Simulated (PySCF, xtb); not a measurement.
C3H10OSi2, SMILES C=C[SiH2]CO[SiH3].

xtb 6.7.1 with GFN2-xTB at its own geometry gives an orbital gap of 4.20 eV and a dipole moment of 0.89 D.

The structure is a stationary point at ωB97X-D3(BJ)/def2-SVP. The structure was generated by enumeration, and PubChem lists no compound with its InChIKey, so it may never have been made. The values are those of a single conformer.

**Question.** What does ωB97X/def2-TZVP in PySCF give? (The exact figures need the calculation; the answer reports its results.)

**Answer.** gap 11.80 eV (levels -10.12 and 1.67 eV), dipole 0.92 D.
